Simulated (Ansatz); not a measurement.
Compare A (`C=CC[O][AlH2]`) with its isomer B (`C=[CH][Al]([CH3])[OH]`).

Computed with Ansatz on PBE0-D4/def2-TZVP structures; ΔE is electronic, products minus reactants. CCSD(T)/CBS adds triple-zeta CCSD(T) − MP2 to the extrapolated MP2 energy (def2 sets, frozen cores). DFT in def2-TZVPP. B3LYP here is the variant with VWN-RPA as its local correlation; programs differ in this. One conformer a species, not always the lowest.

A:

Z-matrix (Å, degrees):
```
C
C 1 1.493
O 1 1.404 2 110.8
H 1 1.098 2 109.5 3 -119.0
H 1 1.099 2 109.4 3 123.7
C 2 1.325 1 124.2 3 -126.2
H 2 1.088 1 115.4 3 53.5
Al 3 1.690 1 132.0 2 102.6
H 6 1.084 2 121.8 1 -179.3
H 6 1.086 2 121.3 1 0.4
H 8 1.585 3 118.7 1 6.5
H 8 1.577 3 116.2 1 -174.8
```

B:

```xyz
12

C    -1.673   -0.862    0.953
C    -0.426   -1.265    0.699
Al    0.803   -0.087   -0.238
C     0.266    1.682   -0.840
O     2.403   -0.568   -0.561
H    -2.033    0.119    0.647
H    -2.403   -1.478    1.476
H    -0.161   -2.265    1.046
H    -0.620    1.640   -1.481
H     1.066    2.167   -1.404
H     0.013    2.331    0.004
H     2.763   -1.414   -0.301
```

Question: Which isomer does CCSD(T)/CBS put lower? Give the gap. (Best estimate.)

Answer: Ansatz gave: B, by 33.1 kcal/mol.

Question: Give E(B) − E(A) in kcal/mol with CCSD(T)/def2-TZVPP, B3LYP-D4, B3LYP, r2SCAN-D4, HF/def2-TZVPP, CCSD/def2-TZVPP, PBE0-D4. (Best estimate.)

Answer: Ansatz gave: CCSD(T)/def2-TZVPP -32.0, B3LYP-D4 -30.7, B3LYP -31.0, r2SCAN-D4 -33.0, HF/def2-TZVPP -27.4, CCSD/def2-TZVPP -31.6, PBE0-D4 -31.7. None reverses the order clearly.

Largest T1 diagnostic: 0.013.

In def2-TZVPP, CCSD(T) changes the Hartree–Fock value by −4.6 kcal/mol (the triples alone add −0.4 kcal/mol) and MP2 by −6.5 kcal/mol.
